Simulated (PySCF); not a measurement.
A calculated (B97-3, PySCF 2.14, x2c-TZVPPall, scalar relativity by spin-free X2C-1e) atom or ion has these occupied shells.

```
shell  electrons  orbital energy (eV)  rms radius, mean of both spins (bohr)
 1s α          1             -20925.0                                 0.0394
 1s β          1             -20925.0                                 0.0394
 2s α          1              -3012.3                                  0.162
 2s β          1              -3011.7                                  0.162
 2p α          3              -2695.2                                  0.144
 2p β          3              -2694.7                                  0.144
 3s α          1              -538.31                                  0.444
 3s β          1              -537.90                                  0.444
 3p α          3              -433.50                                  0.448
 3p β          3              -433.02                                  0.448
 3d α          5              -263.85                                  0.436
 3d β          5              -263.03                                  0.436
 4s α          1              -84.446                                   1.12
 4s β          1              -81.075                                   1.12
 4p α          3              -54.978                                   1.25
 4p β          3              -51.037                                   1.25
 4d α          4              -13.490                                   1.74
 5s α          1               -8.112                                   3.36
 5s β          1               -6.471                                   3.36
 5p α          1               -3.572                                   4.38
```

Problem. Name the element and its charge.

Solution. Tc (technetium, neutral), in [Kr] 4d4 5s2 5p1, one real determinant (an excited configuration).
